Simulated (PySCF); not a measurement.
Which orbitals make which state

Species: C3H2Cl4OSi.
Cartesian coordinates in Å at the GFN2-xTB level; atoms count from 1:
```xyz
11
C3H2Cl4OSi angstrom
O     -1.485    2.149   -1.265
C     -1.510    1.064   -0.865
C     -1.468   -0.149   -0.399
Cl    -2.906   -1.148   -0.486
Si     0.008   -0.983    0.405
C      1.447    0.309    0.306
Cl     1.010    1.790    1.180
Cl     2.911   -0.372    1.030
Cl     1.786    0.724   -1.386
H     -0.224   -1.239    1.823
H      0.438   -2.144   -0.369
```

Computed with TDDFT wB97X-D/def2-SVPD, vertical, gas phase, core orbitals frozen in the response (PySCF 2.14.0, density-fitted response routines).

Orbital energies (eV): HOMO-3 -11.32, HOMO-2 -10.94, HOMO-1 -10.62, HOMO -9.19, LUMO -0.76, LUMO+1 0.71, LUMO+2 1.27.

Problem. Among the lowest singlets, which states do these configurations lead, and at what energies: HOMO-1→LUMO+1, HOMO→LUMO?

Solution. 

```
state  leading configuration  weight  Δε (eV)  E (eV)  E − Δε (eV)       f  other configurations
   S1              HOMO→LUMO    0.97     8.44    2.99        -5.44  0.0001                     –
   S7          HOMO-1→LUMO+1    0.62    11.34    6.61        -4.73  0.0052           H-1→L (12%)
```

E − Δε runs from -5.44 to -4.73 eV. Among themselves, these states come in the order of their orbital differences. Δε is the difference of the two orbital energies.

H and L stand for HOMO and LUMO. The other states: S2 5.64 eV, f 0.0019, H-1→L (48%), H-5→L (31%), H-3→L (10%); S3 6.19 eV, f 0.0004, H→L+1 (54%), H→L+2 (26%); S4 6.21 eV, f 0.0034, H-1→L (32%), H-1→L+1 (22%), H-3→L (15%); S5 6.27 eV, f 0.0014, H→L+1 (24%), H→L+2 (24%), H→L+7 (17%); S6 6.44 eV, f 0.0000, H-2→L (56%), H-2→L+1 (32%); S8 6.73 eV, f 0.0022, H-4→L (27%), H-3→L (19%).

Problem. Pair triplets and singlets of the same leading configuration (75% or more in both) and give the splittings.

Solution. 

```
configuration  triplet  E(T) (eV)  singlet  E(S) (eV)  E(S) − E(T) (eV)
    HOMO→LUMO       T1       2.62       S1       2.99             +0.37
```

The 3 triplets are Tamm–Dancoff values, the singlets full response.

Summed over the main configurations (up to three a state, each over 8%) of all 8 singlets, the electron leaves HOMO with weight 2.41, HOMO-1 with weight 1.76, HOMO-2 with weight 0.88 and HOMO-3 with weight 0.43.

One conformer stands for the species.
